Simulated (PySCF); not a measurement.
# Stretching CaSe

Set-up: Ca 6-31G(d,p), Se 6-31G(d,p); no relativity (PySCF 2.14). Energies in eV from Ca + Se in their ground configurations at the same level. State: ¹Σ⁺ (singlet), closed shell.

All columns are B97-3. A positive dipole means Ca(−)Se(+).

```
R (Å)  E (eV)   μ (D)  Mulliken charge on Ca (basis-dependent)  HOMO (eV)  LUMO (eV)  Mayer bond order  ⟨S²⟩
2.094  -1.863   -8.71                                     0.58      -5.18      -1.82              2.23  0.00
2.192  -2.533   -9.33                                     0.57      -5.29      -2.00              2.22  0.00
2.289  -2.911   -9.82                                     0.55      -5.13      -2.18              2.22  0.00
2.362  -3.051  -10.13                                     0.54      -5.03      -2.31              2.21  0.00
2.435  -3.098  -10.39                                     0.54      -4.94      -2.45              2.20  0.00
2.508  -3.073  -10.60                                     0.54      -4.87      -2.57              2.18  0.00
2.606  -2.959  -10.83                                     0.54      -4.80      -2.73              2.15  0.00
2.727  -2.727  -11.02                                     0.54      -4.73      -2.91              2.10  0.00
2.873  -2.375  -11.16                                     0.55      -4.68      -3.09              2.03  0.00
3.068  -1.863  -11.22                                     0.55      -4.65      -3.27              1.90  0.00
```

A fit through these points gives, at Re = 2.443 Å, μ = -10.42 D and dμ/dR = -3.13 D/Å; the reduced mass is 26.64 u.

Task: How strong is the fundamental in the double-harmonic approximation, I = 42.26·(dμ/dR)²/μred km/mol?

Result: I = 42.26·(-3.13)²/26.64 = 15.5 km/mol at B97-3.
